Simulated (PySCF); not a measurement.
Compound: InH2(CH2SiH3), CH7InSi.
Geometry (PBE0-D3(BJ)/def2-SVP, Å), atoms numbered from 1 in this order:
```xyz
10
CH7InSi angstrom
In     0.9310    1.5430   -0.6785
H      2.6640    1.5288   -0.6173
H      0.0297    3.0244   -0.6974
C     -0.1435   -0.3462   -0.7374
Si    -0.6013   -1.0013    0.9543
H     -1.0624   -0.1971   -1.3279
H      0.4893   -1.0866   -1.2535
H      0.6263   -1.2093    1.7884
H     -1.4758   -0.0249    1.6804
H     -1.3326   -2.3078    0.8933
```

Method used: PBE0-D3(BJ)/def2-SVP geometry optimisation, gas phase, def2 core potentials past Kr (PySCF 2.14.0).

Take the most abundant isotopes and a rigid rotor. The values belong to one conformer.

**Question.** What are A, B and C (GHz)?

**Answer.** Ia = 29.95, Ib = 321.06, Ic = 332.64 u·Å²; 505379 MHz·u·Å²/I gives 16876, 1574 and 1519 MHz, that is A = 16.876, B = 1.5741, C = 1.5193 GHz.

**Question.** Classify the top.

**Answer.** A near-prolate asymmetric top. Ray's parameter κ = (2B − A − C)/(A − C) = -0.993; −1 is the prolate and +1 the oblate limit.

**Question.** What does the inertial defect say?

**Answer.** Not planar: Δ = Ic − Ia − Ib = -18.36 u·Å². For a rigid frame Δ = −2 Σ m c², so Σ m c² = 9.18 u·Å² lies off the ab plane, practically all of it from hydrogen. The atom farthest from that plane is 1.52 Å away.

**Question.** Give the other two planar moments, Paa and Pbb, and the rms extents of the mass along the axes.

**Answer.** Paa = Σ m a² = (Ib + Ic − Ia)/2 = 311.88 and Pbb = Σ m b² = (Ia + Ic − Ib)/2 = 20.77 u·Å². With the mass M = 161.94 u, the rms extents √(P/M) along a, b and c are 1.39, 0.36, 0.24 Å.

**Question.** Where do the levels up to J = 5 lie, in MHz?

**Answer.** Above 0(0,0):
J = 1: 1(0,1) 3093, 1(1,1) 18396, 1(1,0) 18451
J = 2: 2(0,2) 9280, 2(1,2) 24528, 2(1,1) 24692, 2(2,1) 70599, 2(2,0) 70599
J = 3: 3(0,3) 18560, 3(1,3) 33725, 3(1,2) 34054, 3(2,2) 79879, 3(2,1) 79880, 3(3,1) 156529, 3(3,0) 156529
J = 4: 4(0,4) 30932, 4(1,4) 45989, 4(1,3) 46537, 4(2,3) 92253, 4(2,2) 92255, 4(3,2) 168902, 4(3,1) 168902, 4(4,1) 276211, 4(4,0) 276211
J = 5: 5(0,5) 46395, 5(1,5) 61318, 5(1,4) 62141, 5(2,4) 107719, 5(2,3) 107725, 5(3,3) 184370, 5(3,2) 184370, 5(4,2) 291678, 5(4,1) 291678, 5(5,1) 429646, 5(5,0) 429646
The levels of one J sum to (2J + 1)J(J + 1)(A + B + C)/3.

**Question.** Which types of transition are allowed, and where do some lines up to J = 3 fall?

**Answer.** The dipole components are |μa| = 0.44 D, |μb| = 0.90 D, |μc| = 0.00 D; the mirror of this Cs structure is the ab plane, so μc vanishes by symmetry (the 0.01 D computed is a residue) and there are no c-type lines. Intensities carry the squares of the components, which stand as 0.24 : 1.00 (a : b). Some lines, for components of 0.1 D or more:

```json
{"type": "a", "branch": "R", "J(Ka,Kc)": "1(0,1) ← 0(0,0)", "MHz": "3093", "lower level (cm⁻¹)": "0.000"}
{"type": "a", "branch": "R", "J(Ka,Kc)": "2(0,2) ← 1(0,1)", "MHz": "6187", "lower level (cm⁻¹)": "0.103"}
{"type": "a", "branch": "R", "J(Ka,Kc)": "2(1,1) ← 1(1,0)", "MHz": "6242", "lower level (cm⁻¹)": "0.615"}
{"type": "a", "branch": "R", "J(Ka,Kc)": "3(1,2) ← 2(1,1)", "MHz": "9362", "lower level (cm⁻¹)": "0.824"}
{"type": "b", "branch": "Q", "J(Ka,Kc)": "2(1,1) ← 2(0,2)", "MHz": "15412", "lower level (cm⁻¹)": "0.310"}
{"type": "b", "branch": "Q", "J(Ka,Kc)": "3(1,2) ← 3(0,3)", "MHz": "15495", "lower level (cm⁻¹)": "0.619"}
{"type": "b", "branch": "R", "J(Ka,Kc)": "3(1,3) ← 2(0,2)", "MHz": "24446", "lower level (cm⁻¹)": "0.310"}
{"type": "b", "branch": "Q", "J(Ka,Kc)": "3(2,1) ← 3(1,2)", "MHz": "45826", "lower level (cm⁻¹)": "1.136"}
{"type": "b", "branch": "Q", "J(Ka,Kc)": "2(2,0) ← 2(1,1)", "MHz": "45907", "lower level (cm⁻¹)": "0.824"}
{"type": "b", "branch": "Q", "J(Ka,Kc)": "3(2,2) ← 3(1,3)", "MHz": "46154", "lower level (cm⁻¹)": "1.125"}
{"type": "b", "branch": "R", "J(Ka,Kc)": "2(2,0) ← 1(1,1)", "MHz": "52204", "lower level (cm⁻¹)": "0.614"}
{"type": "b", "branch": "R", "J(Ka,Kc)": "3(3,1) ← 2(2,0)", "MHz": "85929", "lower level (cm⁻¹)": "2.355"}
```

Stationary, but not proved a minimum. Zero-point vibration and centrifugal distortion are left out. A rigid rotor knows nothing of internal rotation, which can split or shift real lines.

On an Arm Neoverse V1 with one thread, on a shared host, this took 24 s wall and 0.36 GiB of memory at its peak. That covers the optimisation of the geometry.
